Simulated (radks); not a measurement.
Valence configurations of neutral tin (all share [Kr]). Calculated with a radial shooting solver on a logarithmic mesh with Libxc functionals: Dirac Kohn-Sham, BLYP, spin-unpolarised, spherical densities, finite nucleus; open shells fill j = l - 1/2 first; Fermi nuclear charge, rms radius 4.6519 fm. Energies are relative to 4d10 5s2 5p2; eigenvalues in eV.

valence           E (eV)  e(4d3/2)  e(4d5/2)  e(5p1/2)  e(5p3/2)  e(5s1/2)
4d10 5s2 5p2       0.000   -25.886   -24.843    -3.729         -   -10.235
4d10 5s1.5 5p2.5   3.512   -26.681   -25.636    -4.077    -3.615   -10.718
4d10 5s1 5p3       7.101   -27.443   -26.396    -4.405    -3.921   -11.172
4d10 5p4          14.491   -28.885   -27.833    -5.018    -4.491         -
4d9.5 5s0.5 5p4   22.793   -30.995   -29.918    -5.272    -4.705   -12.521
4d9 5s2 5p3       23.914   -31.730   -30.631    -4.919    -4.354   -12.204
4d9 5s1 5p4       31.894   -33.144   -32.040    -5.531    -4.924   -13.029
4d8 5s2 5p4       52.557   -37.542   -36.387    -6.065    -5.375   -14.051
4d8 5p6           70.343   -40.109   -38.945    -7.169    -6.404         -

NIST lists [Kr] 4d10 5s2 5p2 as the ground configuration; this level of theory agrees among the configurations tried. The energies are those of spherical spin-averaged densities, not of single terms.
